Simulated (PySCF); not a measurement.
C₂H₉ClOSi₂, SMILES [SiH3][Si@@H](CCO)Cl. Atoms are numbered in the order given.

```xyz
15

O     -2.6380     0.1152     0.6595
C     -2.2289     1.3166     0.0619
C     -0.9603     1.0353    -0.7218
Si     0.3493     0.1427     0.3072
Si     2.4909     0.4902    -0.5786
Cl     0.0831    -1.9222     0.2549
H     -3.3627     0.2952     1.2655
H     -3.0093     1.7254    -0.6117
H     -2.0199     2.0976     0.8210
H     -1.1779     0.3987    -1.5959
H     -0.5330     1.9759    -1.1084
H      0.2849     0.5904     1.7307
H      3.5176    -0.2528     0.2131
H      2.5260     0.0065    -1.9938
H      2.8384     1.9479    -0.5709
```
Charge 0, spin multiplicity 1.

Geometry: PBE0-D3(BJ)/def2-SVP. The structure was generated by enumeration; whether it is a known compound was not checked. The values are those of a single conformer.

Calculation: SMD-ωB97X/def2-SVP run with PySCF.

Solvation free energies are E(SMD) − E(gas) at the gas-phase geometry, for 1 M in both phases. In vacuum the dipole moment is 3.40 D.

```csv
solvent,ΔG(solv) (kcal/mol),its non-electrostatic (CDS) part,dipole (D)
water,[?],[?],[?]
diethylether,-5.8,-2.6,4.01
1-octanol,-7.0,-0.6,4.30
```

Q: Fill in the missing entries. (An estimate is asked for; the answer gives what the named calculation found.)

A: 
- water, ΔG(solv) (kcal/mol): -3.6
- water, its non-electrostatic (CDS) part: 4.3
- water, dipole (D): 4.50
